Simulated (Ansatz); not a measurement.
Consider the redistribution: `CB(O)[SiH2][SiH3]` + `BO[SiH2]F` → `BB(C)O` + `F[SiH2]O[SiH2][SiH3]`.

Computed with Ansatz on PBE0-D4/def2-TZVP structures; ΔE is electronic, products minus reactants. CCSD(T)/CBS is the MP2 limit (def2-TZVPP, def2-QZVPP) plus CCSD(T) − MP2 in def2-TZVPP, frozen cores. DFT in def2-TZVPP. One conformer a species, not always the lowest.

```csv
level,ΔE (eV)
r2SCAN-D4,0.58
ωB97X-V,0.53
```

Task: What does CCSD(T)/CBS give? (Best estimate.)

Result: The calculation gave: +0.54 eV. The listed levels differ from it by 0.04, -0.01 eV.

Largest T1 diagnostic among the species: 0.014.

From PBE to PBE0 (25 % exact exchange), in def2-TZVPP and without D4, ΔE moves by −0.06 eV. In def2-TZVPP, CCSD(T) changes the Hartree–Fock value by +0.22 eV (the triples alone add +0.05 eV) and MP2 by +0.21 eV.
